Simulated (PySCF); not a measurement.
C₂H₃BF₂O, SMILES OB(F)/C=C/F. Atoms are numbered in the order given.

```xyz
9

O     -0.7666     2.2055     0.0000
B     -0.0166     1.0829     0.0000
F      1.3059     1.2596     0.0000
C     -0.5866    -0.3606     0.0000
C      0.2469    -1.4030     0.0000
F     -0.1629    -2.6601     0.0000
H     -1.7113     2.0287     0.0000
H     -1.6599    -0.5802     0.0000
H      1.3393    -1.3213     0.0000
```
Charge 0, spin multiplicity 1.

Geometry: PBE0-D3(BJ)/def2-SVP. The structure was generated by enumeration; whether it is a known compound was not checked. Other conformers were not sampled.

These are PBE/pcSseg-1 run with PySCF values and carry that method's errors.

GIAO shieldings, no solvent; atoms alike by connectivity are averaged. δ = σ(ref) − σ: ¹⁷O against H2O (σ = 334.3 ppm); ¹¹B against BF3 (σ = 83.9 ppm); ¹⁹F against CFCl3 (σ = 133.6 ppm); ¹³C against TMS (σ = 182.0 ppm); ¹H against TMS (σ = 31.49 ppm), references at their B3LYP-D3(BJ)/def2-TZVP geometries, non-relativistic.

| nucleus | atoms | count | δ (ppm) |
|---|---|---|---|
| ¹⁷O | O1 | 1 | 151.7 |
| ¹¹B | B2 | 1 | 14.8 |
| ¹⁹F | F6 | 1 | -79.2 |
| ¹⁹F | F3 | 1 | -135.2 |
| ¹³C | C5 | 1 | 178.0 |
| ¹³C | C4 | 1 | 101.0 |
| ¹H | H9 | 1 | 7.56 |
| ¹H | H8 | 1 | 5.02 |
| ¹H | H7 | 1 | 4.38 |
